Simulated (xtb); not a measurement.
FOS (SMILES O=[S]F), doublet, at a GFN2-xTB geometry; GFN2-xTB with ALPB(toluene) in xtb 6.7.1.

The xtb input:
```
$ xtb mol.xyz --gfn 2 --uhf 1 --alpb toluene --json

# file mol.xyz
3

O     -1.19502904    -0.51179322     0.02875724
S     -0.14028508     0.46479902     0.00071897
F      1.31164375    -0.37138205    -0.02684017
```

### Question
What does xtb print? Leave out banner, timings and long lists.

### Answer

```
   ID    Z sym.   atoms
    1    8 O      1
    2   16 S      2
    3    9 F      3

           -------------------------------------------------
          |                Calculation Setup                |
           -------------------------------------------------

           -------------------------------------------------
          |                 G F N 2 - x T B                 |
           -------------------------------------------------

      * Solvation model:               ALPB
        Solvent                        toluene
        Parameter file                 internal GFN2-xTB/ALPB
        Dielectric constant                7.0000E+00
        Reference state                gsolv [1 M gas/solution]
        Free energy shift                  2.2081E-03 Eh       1.3856E+00 kcal/mol
        Temperature                        2.9815E+02 K
        Density                            8.6700E-01 kg/L
        Solvent mass                       7.8110E+01 g/mol
        Interaction kernel             P16
        Born radius scaling (c1)           1.7172E+00
        Born radii integrator          GBOBC
        Born offset                        0.0000E+00 a0       0.0000E+00 AA
        H-bond correction              false
        Ion screening                  false
        Surface tension                    1.0000E-05 Eh       1.5569E+01 dyn/cm
        Grid points                               230 per atom

          ...................................................
          :                      SETUP                      :
          :.................................................:
          :  # basis functions                  18          :
          :  # atomic orbitals                  17          :
          :  # shells                            7          :
          :  # electrons                        19          :
          :  max. iterations                   250          :
          :  Hamiltonian                  GFN2-xTB          :
          :  restarted?                      false          :
          :  GBSA solvation                   true          :
          :  PC potential                    false          :
          :  electronic temp.          300.0000000     K    :
          :  accuracy                    1.0000000          :
          :  -> integral cutoff          0.2500000E+02      :
          :  -> integral neglect         0.1000000E-07      :
          :  -> SCF convergence          0.1000000E-05 Eh   :
          :  -> wf. convergence          0.1000000E-03 e    :
          :  Broyden damping             0.4000000          :
          :  net charge                          0          :
          :  unpaired electrons                  1          :
          ...................................................

 iter      E             dE          RMSdq      gap      omega  full diag
   1    -12.0323025 -0.120323E+02  0.976E+00    3.22       0.0  T
   2    -12.0462865 -0.139840E-01  0.414E+00    3.06       1.0  T
   3    -12.0471447 -0.858261E-03  0.116E+00    2.97       1.0  T
   4    -12.0472391 -0.943970E-04  0.274E-01    2.97       1.0  T
   5    -12.0472451 -0.600956E-05  0.102E-01    2.97       1.0  T
   6    -12.0472460 -0.833304E-06  0.486E-02    2.97       1.2  T
   7    -12.0472466 -0.626406E-06  0.133E-02    2.97       4.3  T
   8    -12.0472467 -0.104986E-06  0.125E-03    2.97      46.2  T
   9    -12.0472467 -0.272255E-09  0.308E-04    2.97     187.5  T
  10    -12.0472467 -0.843414E-11  0.211E-04    2.97     274.0  T

   *** convergence criteria satisfied after 10 iterations ***

         :::::::::::::::::::::::::::::::::::::::::::::::::::::
         ::                     SUMMARY                     ::
         :::::::::::::::::::::::::::::::::::::::::::::::::::::
         :: total energy             -12.022752656572 Eh    ::
         :: total w/o Gsasa/hb       -12.020349887463 Eh    ::
         :: gradient norm              0.007222736326 Eh/a0 ::
[...]
         ::    -> Ghb                  0.000000000000 Eh    ::
         ::    -> Gshift               0.002208143139 Eh    ::
         :: repulsion energy           0.024494052235 Eh    ::
         :: add. restraining           0.000000000000 Eh    ::
         :: total charge               0.000000000000 e     ::
         :::::::::::::::::::::::::::::::::::::::::::::::::::::

           -------------------------------------------------
          |                Property Printout                |
           -------------------------------------------------

    * Orbital Energies and Occupations

         #    Occupation            Energy/Eh            Energy/eV
      -------------------------------------------------------------
         1        2.0000           -0.8357273             -22.7413
         2        2.0000           -0.7804425             -21.2369
         3        2.0000           -0.6795008             -18.4902
         4        2.0000           -0.5724242             -15.5765
         5        2.0000           -0.5514962             -15.0070
         6        2.0000           -0.5495747             -14.9547
         7        2.0000           -0.5160689             -14.0430
         8        2.0000           -0.5099563             -13.8766
         9        2.0000           -0.4893127             -13.3149
        10        1.0000           -0.3575106              -9.7284 (HOMO)
        11                         -0.2485076              -6.7622 (LUMO)
        12                         -0.1647214              -4.4823
        13                         -0.0328233              -0.8932
        14                          0.0665367               1.8106
        15                          0.0698723               1.9013
        16                          0.2601525               7.0791
        17                          0.9630905              26.2070
      -------------------------------------------------------------
                  HL-Gap            0.1090030 Eh            2.9661 eV
             Fermi-level           -0.3632104 Eh           -9.8835 eV

     #   Z          covCN         q      C6AA      α(0)
     1   8 O        0.860    -0.438    22.451     6.353
     2  16 S        1.645     0.750   114.065    17.980
     3   9 F        0.785    -0.312    12.459     4.169

 Mol. C6AA /au·bohr⁶  :        351.703462
 Mol. C8AA /au·bohr⁸  :      12023.933787
 Mol. α(0) /au        :         28.502293

Wiberg/Mayer (AO) data.
largest (>0.10) Wiberg bond orders for each atom

 ---------------------------------------------------------------------------
     #   Z sym  total        # sym  WBO       # sym  WBO       # sym  WBO
 ---------------------------------------------------------------------------
     1   8 O    2.130 --     2 S    2.031
     2  16 S    3.019 --     1 O    2.031     3 F    0.987
     3   9 F    1.086 --     2 S    0.987
 ---------------------------------------------------------------------------

Topologies differ in total number of bonds
Writing topology from bond orders to xtbtopo.mol

molecular dipole:
                 x           y           z       tot (Debye)
 q only:        0.017       1.301      -0.007
   full:        0.004       1.115      -0.006       2.833
molecular quadrupole (traceless):
                xx          xy          yy          xz          yz          zz
 q only:       -4.104      -0.882       2.065       0.139       0.019       2.039
  q+dip:       -4.884      -0.749       1.863       0.177       0.022       3.021
   full:       -4.640      -1.100       1.751       0.171       0.030       2.889

           -------------------------------------------------
          | TOTAL ENERGY              -12.022752656572 Eh   |
          | GRADIENT NORM               0.007222736326 Eh/α |
          | HOMO-LUMO GAP               2.966123922876 eV   |
           -------------------------------------------------

normal termination of xtb
```
